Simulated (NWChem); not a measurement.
System: CdIBr; SMILES [Br][Cd][I]

This build's default masses of Se (78.918 u) and Br (79.917 u) are each other's, which moves their modes by up to 0.6 %. def2 effective core potentials on Cd, I; no spin-orbit coupling.

Give the equilibrium geometry at PBE-D3(BJ)/def2-SVP with def2 effective core potentials on Cd, I (NWChem) as an XYZ file, with the point group.

point group C*v; any orientation.
```
3

Cd    -0.0425     0.3522     0.0000
Br    -0.1732     2.7765     0.0000
I      0.0975    -2.2453     0.0000
```
